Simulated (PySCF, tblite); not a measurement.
Species: C4H4F3NO.
Structure used (GFN2-xTB), in Å, numbered top down from 1:
```
atom  x, y, z in Å
N1    -2.6774   -0.6398    0.3540
C2    -1.5826   -0.3471   -0.1802
C3    -0.5851    0.5902    0.4476
O4    -0.8243    1.1608    1.4784
C5     0.7350    0.7739   -0.2983
C6     1.5957   -0.4756   -0.2017
F7     2.8151   -0.2672   -0.7166
F8     1.7704   -0.8815    1.0592
F9     1.0734   -1.5132   -0.8723
H10   -2.8323   -0.1854    1.2576
H11   -1.3393   -0.7883   -1.1399
H12    0.5531    0.9751   -1.3560
H13    1.2939    1.5986    0.1504
```

Method used: wB97X-D/def2-SVPD in PySCF (dipole) on a GFN2-xTB geometry, gas phase.

Masses are those of the commonest isotopes; rigid-rotor values at the optimised geometry. The values belong to one conformer with, in the numbering `[H]/[N:1]=[CH:2]\[C:3](=[O:4])[CH2:5][C:6]([F:7])([F:8])[F:9]`, N1–C2–C3–O4 -4°, C2–C3–C5–C6 -71°.

Q: What are A, B and C (MHz)?

A: Ia = 165.07, Ib = 479.27, Ic = 539.86 u·Å²; 505379 MHz·u·Å²/I gives A = 3062, B = 1054, C = 936.1 MHz.

Q: Classify the top.

A: An asymmetric top. Ray's parameter κ = (2B − A − C)/(A − C) = -0.889; −1 is the prolate and +1 the oblate limit.

Q: What does the inertial defect say?

A: Not planar: Δ = Ic − Ia − Ib = -104.48 u·Å². For a rigid frame Δ = −2 Σ m c², so Σ m c² = 52.24 u·Å² lies off the ab plane: 5.66 from hydrogen and 46.58 from heavier atoms. The atom farthest from that plane is 1.88 Å away.

Q: Which types of transition are allowed, and where do some lines up to J = 4 fall?

A: The dipole components are |μa| = 0.74 D, |μb| = 0.38 D, |μc| = 2.28 D. The squared components, which scale the intensities, stand as 0.11 : 0.03 : 1.00 (a : b : c). Some lines, for components of 0.1 D or more:

| type | branch | J(Ka,Kc) | MHz | lower level (cm⁻¹) |
| --- | --- | --- | --- | --- |
| a | Q | 4(1,3) ← 4(1,4) | 1182 | 0.713 |
| b | R | 2(0,2) ← 1(1,1) | 1969 | 0.133 |
| c | Q | 1(1,1) ← 1(0,1) | 2007 | 0.066 |
| b | R | 4(1,3) ← 3(2,2) | 2341 | 0.674 |
| b | Q | 3(1,2) ← 3(0,3) | 2443 | 0.398 |
| b | R | 3(0,3) ← 2(1,2) | 4058 | 0.262 |
| c | R | 1(1,0) ← 0(0,0) | 4116 | 0.000 |
| b | Q | 4(2,2) ← 4(1,3) | 5693 | 0.752 |
| a | R | 3(2,2) ← 2(2,1) | 5972 | 0.475 |
| a | R | 3(1,2) ← 2(1,1) | 6146 | 0.274 |
| a | R | 4(2,2) ← 3(2,1) | 8009 | 0.675 |
| b | Q | 4(3,1) ← 4(2,2) | 10274 | 0.942 |
| b | Q | 3(3,0) ← 3(2,1) | 10310 | 0.675 |
| b | R | 3(2,1) ← 2(1,2) | 12374 | 0.262 |
| c | R | 4(2,2) ← 3(1,2) | 13881 | 0.479 |
| c | Q | 4(4,1) ← 4(3,1) | 14455 | 1.285 |
| b | Q | 4(4,0) ← 4(3,1) | 14455 | 1.285 |
| b | Q | 4(4,1) ← 4(3,2) | 14456 | 1.285 |
| b | R | 3(3,1) ← 2(2,0) | 16302 | 0.475 |
| c | R | 3(3,0) ← 2(2,0) | 16302 | 0.475 |
| b | R | 4(3,1) ← 3(2,2) | 18308 | 0.674 |
| b | R | 4(4,1) ← 3(3,0) | 22428 | 1.019 |
| c | R | 4(4,0) ← 3(3,0) | 22428 | 1.019 |

Q: Estimate the classical rotational partition function at 25 K, 50 K and 298.15 K.

A: Point group C1, symmetry number σ = 1; q = (√π/σ)·√((kT/h)³/(ABC)), k/h = 20836.6 MHz/K: 12100 at 25 K, 34300 at 50 K, 499000 at 298.15 K.

Its GFN2-xTB frequencies are all real (lowest 23 cm⁻¹). Constants of a rigid frame at the computed geometry: no zero-point averaging, no centrifugal distortion. Quadrupole hyperfine structure (14N) is left out.
